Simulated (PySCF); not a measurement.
Compound: C₄H₈OP₂.
Numbering: `[CH2:1]=[CH:2][C@@H:3]1[CH2:4][P@@:5]1(=[O:6])[PH2:7]` (hydrogens: H8, H9 on C1; H10 on C2; H11 on C3; H12, H13 on C4; H14, H15 on P7)

The same species was optimised twice, with GFN2-xTB and with PBE0-D3(BJ)/def2-SVP (PySCF), and the same property calculations (PySCF, gas phase) were run on both structures.

| coordinate | GFN2-xTB | PBE0-D3(BJ)/def2-SVP | change |
| --- | --- | --- | --- |
| P5=O6 (Å) | 1.474 | 1.496 | +0.022 |
| C4–P5 (Å) | 1.810 | 1.793 | -0.017 |
| P5–P7 (Å) | 2.177 | 2.194 | +0.017 |
| C3–P5 (Å) | 1.836 | 1.823 | -0.013 |
| C2–C3 (Å) | 1.462 | 1.474 | +0.012 |
| C1=C2 (Å) | 1.324 | 1.335 | +0.011 |
| C3–C4 (Å) | 1.560 | 1.557 | -0.003 |
| C3–P5–P7 (°) | 113.7 | 107.3 | -6.4 |
| C4–P5–P7 (°) | 112.7 | 107.9 | -4.8 |
| C4–P5–O6 (°) | 121.3 | 124.8 | +3.5 |
| O6–P5–P7 (°) | 118.2 | 121.2 | +3.0 |
| C3–P5–O6 (°) | 122.7 | 124.9 | +2.2 |
| C2–C3–P5 (°) | 116.4 | 118.3 | +1.9 |
| C2–C3–C4 (°) | 118.1 | 118.8 | +0.7 |
| C3–P5–C4 (°) | 50.6 | 51.0 | +0.4 |
| C1–C2–C3–C4 (°) | -147 | -143 | +4 |

Rotational constants: A = 3330, B = 1043, C = 974.4 MHz (GFN2-xTB) against A = 3118, B = 1069, C = 970.5 MHz (PBE0-D3(BJ)/def2-SVP). Point groups within 0.08 Å: C1 and C1.

On the GFN2-xTB structure: lowest singlet, TDDFT (eV) 5.12 [PBE0/def2-SVPD]; isotropic polarisability (au) 104.6 [PBE0/def2-SVPD]; HOMO (eV) -6.87 [PBE0/def2-SVPD]; LUMO (eV) -0.72 [PBE0/def2-SVPD]; dipole (D) 3.27 [PBE0/def2-SVPD]; HOMO (eV) -6.82 [PBE0/pcSseg-1]; LUMO (eV) -0.66 [PBE0/pcSseg-1]; dipole (D) 2.94 [PBE0/pcSseg-1]; GIAO shielding of C1 (ppm) 64.8 [PBE0/pcSseg-1]; GIAO shielding of C2 (ppm) 43.1 [PBE0/pcSseg-1]; GIAO shielding of C3 (ppm) 151.1 [PBE0/pcSseg-1]; GIAO shielding of C4 (ppm) 165.6 [PBE0/pcSseg-1]; GIAO shielding of P5 (ppm) 393.8 [PBE0/pcSseg-1]; GIAO shielding of O6 (ppm) 246.7 [PBE0/pcSseg-1]; GIAO shielding of P7 (ppm) 496.2 [PBE0/pcSseg-1].

Question: What do these properties become on the PBE0-D3(BJ)/def2-SVP structure?

Answer: 
```tsv
property	level	on GFN2-xTB	on PBE0-D3(BJ)/def2-SVP	change
lowest singlet, TDDFT (eV)	PBE0/def2-SVPD	5.12	5.13	+0.01
isotropic polarisability (au)	PBE0/def2-SVPD	104.6	105.9	+1.3
HOMO (eV)	PBE0/def2-SVPD	-6.87	-6.94	-0.07
LUMO (eV)	PBE0/def2-SVPD	-0.72	-0.71	+0.01
dipole (D)	PBE0/def2-SVPD	3.27	3.40	+0.13
energy, GFN2-xTB geometry as zero (kcal/mol)	PBE0/def2-SVPD	0.0	-2.8	-2.8
HOMO (eV)	PBE0/pcSseg-1	-6.82	-6.89	-0.07
LUMO (eV)	PBE0/pcSseg-1	-0.66	-0.65	+0.01
dipole (D)	PBE0/pcSseg-1	2.94	3.03	+0.09
energy, GFN2-xTB geometry as zero (kcal/mol)	PBE0/pcSseg-1	0.0	-2.2	-2.2
GIAO shielding of C1 (ppm)	PBE0/pcSseg-1	64.8	61.1	-3.7
GIAO shielding of C2 (ppm)	PBE0/pcSseg-1	43.1	41.1	-2.0
GIAO shielding of C3 (ppm)	PBE0/pcSseg-1	151.1	150.7	-0.4
GIAO shielding of C4 (ppm)	PBE0/pcSseg-1	165.6	163.6	-2.0
GIAO shielding of P5 (ppm)	PBE0/pcSseg-1	393.8	391.6	-2.2
GIAO shielding of O6 (ppm)	PBE0/pcSseg-1	246.7	253.3	+6.6
GIAO shielding of P7 (ppm)	PBE0/pcSseg-1	496.2	477.0	-19.2
```

The heavy atoms differ by 0.074 Å rms after alignment. Among bonds between heavy atoms P5=O6 changes most (+0.022 Å). Changes are differences of the printed values. Neither structure is proved a minimum here.

Conformer computed: `[CH2:1]=[CH:2][C@@H:3]1[CH2:4][P@@:5]1(=[O:6])[PH2:7]`: C1–C2–C3–C4 -143°, H–P7–P5–C4 161°, H–P7–P5–C4 -105°.
